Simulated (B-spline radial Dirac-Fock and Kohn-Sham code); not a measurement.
Relativistic shifts of the levels of Sb²⁹⁺

System: antimony as Sb²⁹⁺, [Ar] 3d4.

Both columns are ΔSCF binding energies of the configuration average from a radial atomic solver: non-relativistic Hartree-Fock with a point nucleus, and Dirac-Fock with a finite nucleus and the Coulomb interaction alone, averaged over the two j levels with weights 2j+1.

```tsv
shell	Hartree-Fock (eV)	Dirac-Fock (eV)	shift (eV)	shift (%)
1s	30793.6	31926.6	+1133.04	+3.68
2s	5725.1	6012.9	+287.75	+5.03
2p	5438.8	5528.4	+89.55	+1.65
3s	1989.2	2063.5	+74.29	+3.73
3p	1870.5	1898.7	+28.17	+1.51
3d	1691.6	1689.7	-1.95	-0.12
```

Relativity binds 1s, 2s, 2p, 3s, 3p more strongly, among those listed most of all 2s in relative terms, and 3d more weakly, because the contracted s and p shells screen the nucleus better.

Values without a named source are computed, but for edge energies of neutral atoms, which are taken from tables.
